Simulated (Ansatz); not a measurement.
Relaxation of BClFH3O (7 atoms, charge 0, multiplicity 1), to a largest force component of 0.03 eV/Å in at most 50 steps.

Theory: Ansatz, RKS PBE/def2-SVP.

```xyz
7
Properties=species:S:1:pos:R:3
B 0.057 -0.426 -0.401
Cl -0.160 0.076 2.616
H 1.063 0.237 -0.502
F -1.142 0.082 -0.702
O 0.166 -1.760 -0.037
H -0.715 -2.181 -0.001
H 0.267 -1.058 2.053
```

Q: Where does it end, and by what steps?

A: It converged. The force dipped under the threshold on the way, but the program's further checks kept it going. After 31 steps the energy has fallen by 0.103 eV; F4 moved furthest, 1.45 Å.

```json
{"step": "0", "energy less start (eV)": "0.0000", "largest force component (eV/Å)": "0.783", "accepted": "yes"}
{"step": "2", "energy less start (eV)": "-0.0473", "largest force component (eV/Å)": "0.710", "accepted": "yes"}
{"step": "4", "energy less start (eV)": "-0.0731", "largest force component (eV/Å)": "0.173", "accepted": "yes"}
{"step": "6", "energy less start (eV)": "-0.0821", "largest force component (eV/Å)": "0.360", "accepted": "yes"}
{"step": "8", "energy less start (eV)": "-0.0873", "largest force component (eV/Å)": "0.155", "accepted": "yes"}
{"step": "10", "energy less start (eV)": "-0.0895", "largest force component (eV/Å)": "0.052", "accepted": "yes"}
{"step": "12", "energy less start (eV)": "-0.0901", "largest force component (eV/Å)": "0.355", "accepted": "no"}
{"step": "14", "energy less start (eV)": "-0.0931", "largest force component (eV/Å)": "0.127", "accepted": "yes"}
{"step": "16", "energy less start (eV)": "-0.0956", "largest force component (eV/Å)": "0.128", "accepted": "yes"}
{"step": "18", "energy less start (eV)": "-0.0979", "largest force component (eV/Å)": "0.118", "accepted": "yes"}
{"step": "20", "energy less start (eV)": "-0.0989", "largest force component (eV/Å)": "0.219", "accepted": "no"}
{"step": "22", "energy less start (eV)": "-0.1009", "largest force component (eV/Å)": "0.079", "accepted": "yes"}
{"step": "24", "energy less start (eV)": "-0.1018", "largest force component (eV/Å)": "0.009", "accepted": "yes"}
{"step": "26", "energy less start (eV)": "-0.1022", "largest force component (eV/Å)": "0.163", "accepted": "no"}
{"step": "28", "energy less start (eV)": "-0.1028", "largest force component (eV/Å)": "0.045", "accepted": "yes"}
{"step": "30", "energy less start (eV)": "-0.1028", "largest force component (eV/Å)": "0.071", "accepted": "no"}
{"step": "31", "energy less start (eV)": "-0.1031", "largest force component (eV/Å)": "0.025", "accepted": "yes"}
```

```xyz
7
Properties=species:S:1:pos:R:3
B -0.038 -0.370 -0.665
Cl 0.502 -0.549 3.392
H 0.692 0.574 -0.469
F -0.590 -0.577 -1.864
O -0.300 -1.236 0.355
H -0.904 -1.962 0.100
H 0.174 -0.909 2.176
```

Whether the end is a true minimum wasn't checked by a vibrational analysis.

Time of the run: 26 s on 1 thread of AMD EPYC 9R45 96-Core Processor (Zen 5) (shared host), peak memory 0.17 GiB.
